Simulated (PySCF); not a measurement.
Species: C₂H₉PSi₂.
Structure used (PBE0-D3(BJ)/def2-SVP), in Å, numbered top down from 1:
```xyz
14
C2H9PSi2 angstrom
Si    -1.816    0.834   -0.442
C     -0.949    0.202    1.104
C      0.160   -0.562    1.146
Si     1.120   -1.192   -0.338
P      2.786    0.198   -1.001
H     -2.721   -0.205   -1.024
H     -0.822    1.236   -1.484
H     -2.637    2.027   -0.076
H     -1.400    0.498    2.062
H      0.557   -0.836    2.134
H      1.753   -2.502    0.003
H      0.202   -1.382   -1.503
H      1.977    1.368   -0.863
H      3.327    0.309    0.318
```

Computed, not measured: PySCF 2.14.0, PBE0-D3(BJ)/def2-SVP geometry optimisation, gas phase.

Masses are those of the commonest isotopes; rigid-rotor values at the optimised geometry. The values belong to one conformer with, in the numbering `[SiH3:1]/[CH:2]=[CH:3]\[SiH2:4][PH2:5]`, C2–C3–Si4–P5 91°, C3–Si4–P5–H -43° and 50°.

Q: Give the principal moments of inertia and the rotational constants in MHz.

A: Ia = 132.18, Ib = 453.85, Ic = 509.31 u·Å²; 505379 MHz·u·Å²/I gives A = 3824, B = 1114, C = 992.3 MHz.

Q: What kind of rotor is it?

A: A near-prolate asymmetric top; Ray's κ = -0.914.

Q: What does the inertial defect say?

A: Not planar: Δ = Ic − Ia − Ib = -76.71 u·Å². For a rigid frame Δ = −2 Σ m c², so Σ m c² = 38.36 u·Å² lies off the ab plane: 13.82 from hydrogen and 24.53 from heavier atoms. The atom farthest from that plane is 1.84 Å away.

Q: Give the other two planar moments, Paa and Pbb, and the rms extents of the mass along the axes.

A: Paa = Σ m a² = (Ib + Ic − Ia)/2 = 415.49 and Pbb = Σ m b² = (Ia + Ic − Ib)/2 = 93.82 u·Å². With the mass M = 120.00 u, the rms extents √(P/M) along a, b and c are 1.86, 0.88, 0.57 Å.

Q: Which lines would a microwave search look for?

A: The dipole components are |μa| = 0.77 D, |μb| = 0.89 D, |μc| = 1.00 D. The squared components, which scale the intensities, stand as 0.59 : 0.79 : 1.00 (a : b : c). Some of the stronger lines:

```tsv
type	branch	J(Ka,Kc)	MHz	lower level (cm⁻¹)
a	Q	2(1,1) ← 2(1,2)	364	0.297
b	R	2(0,2) ← 1(1,1)	1498	0.161
a	R	1(0,1) ← 0(0,0)	2106	0.000
c	Q	2(1,2) ← 2(0,2)	2593	0.211
c	Q	1(1,1) ← 1(0,1)	2710	0.070
b	Q	1(1,0) ← 1(0,1)	2831	0.070
b	Q	2(1,1) ← 2(0,2)	2957	0.211
a	R	2(1,2) ← 1(1,1)	4090	0.161
a	R	2(0,2) ← 1(0,1)	4208	0.070
a	R	2(1,1) ← 1(1,0)	4333	0.165
b	R	1(1,1) ← 0(0,0)	4816	0.000
c	R	1(1,0) ← 0(0,0)	4937	0.000
b	R	2(1,2) ← 1(0,1)	6800	0.070
c	R	2(1,1) ← 1(0,1)	7164	0.070
c	Q	2(2,1) ← 2(1,1)	8130	0.309
b	Q	2(2,0) ← 2(1,1)	8134	0.309
b	Q	2(2,1) ← 2(1,2)	8494	0.297
b	R	2(2,1) ← 1(1,0)	12463	0.165
c	R	2(2,0) ← 1(1,0)	12467	0.165
c	R	2(2,1) ← 1(1,1)	12584	0.161
b	R	2(2,0) ← 1(1,1)	12588	0.161
```

Q: Estimate the classical rotational partition function at 100 K, 200 K and 500 K.

A: Point group C1, symmetry number σ = 1; q = (√π/σ)·√((kT/h)³/(ABC)), k/h = 20836.6 MHz/K: 82000 at 100 K, 232000 at 200 K, 917000 at 500 K.

Whether it is a minimum is left open (no frequencies). Constants of a rigid frame at the computed geometry: no zero-point averaging, no centrifugal distortion. A rigid rotor knows nothing of internal rotation, which can split or shift real lines.

On an Arm Neoverse V1 with one thread, shared host with 32 logical CPUs at a one-minute load of 32, this took 66 s of wall time and 0.50 GiB of memory at its peak. That covers the optimisation of the geometry.
